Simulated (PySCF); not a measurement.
Computed properties of SeHCl, SMILES Cl[SeH]

SeHCl, SMILES Cl[SeH]. Coordinates come from a B3LYP-D3(BJ)/def2-TZVP optimisation. The values are those of a single conformer. All values are computed for the isolated molecule unless a solvent is named; none is compared with measurement here.

**Structure.** The optimised structure has Cs symmetry. All 3 harmonic modes at B3LYP-D3(BJ)/def2-TZVP (PySCF) are real, so it is a minimum.

**Vibrations.** The strongest infrared lines (harmonic, unscaled, degenerate partners summed) lie at 406 cm⁻¹ (14 km/mol, Cl 69 %, Se 31 %), 2385 cm⁻¹ (10 km/mol, H 99 %), 787 cm⁻¹ (1 km/mol, H 97 %). The softest mode is at 406 cm⁻¹ and the zero-point energy is 5.1 kcal/mol.

**Electronic structure.** ωB97X/def2-TZVPD (PySCF) places the frontier levels at -9.46 and -0.43 eV, a gap of 9.03 eV, and gives a dipole moment of 1.54 D and a mean polarisability of 44.4 bohr³. PBE/def2-TZVPD (PySCF) at the same geometry gives -5.93 and -3.53 eV, so its gap is 6.63 eV narrower. An orbital gap is neither the optical nor the fundamental gap.

**Excitations.** TDA-B3LYP/def2-TZVPD (PySCF) has S1 at 2.87 eV (432 nm, f = 0.001, dark); the most intense of the 10 singlets computed lies at 7.32 eV (f = 0.07). T1 (TDA) is at 2.12 eV, 0.75 eV under S1.

**NMR.** GIAO shifts at PBE0/pcSseg-2 (PySCF) (non-relativistic, atoms alike by connectivity averaged): ¹H at 7.2 ppm against TMS. Without spin–orbit terms, shifts of atoms bonded to Cl or Br come out too high.
